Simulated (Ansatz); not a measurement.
Cu₂Te⁺. Charge 1, multiplicity 2. Geometry B3LYP-D4/def2-TZVP, that of the neutral singlet; atoms count from 1.

Cartesian coordinates in Å:
```
Cu -0.917 0.260 -1.138
Cu 1.240 -0.814 -0.055
Te -0.323 0.554 1.193
```

In the def2 sets Te takes a core potential; there is no spin–orbit coupling. The structure comes from a short search, and lower isomers may exist.

Estimate the Mulliken populations from the PBE0/def2-TZVP orbitals of Ansatz.


```tsv
atom	charge (e)	spin (α − β)	d electrons
Cu1	0.37	0.00	9.88
Cu2	0.37	0.00	9.88
Te3	0.27	1.01	–
```
Mulliken values depend strongly on the basis.

Where does the spin sit?

Summed by element: Cu -0.01, Te 1.01, of 1 unpaired in all. Largest on single atoms: Te3 1.01, Cu1 0.00, Cu2 0.00.

And the Mayer bond orders between heavy atoms (over 0.3)?

Cu1–Te3 1.01 (2.42 Å); Cu2–Te3 1.01 (2.42 Å).
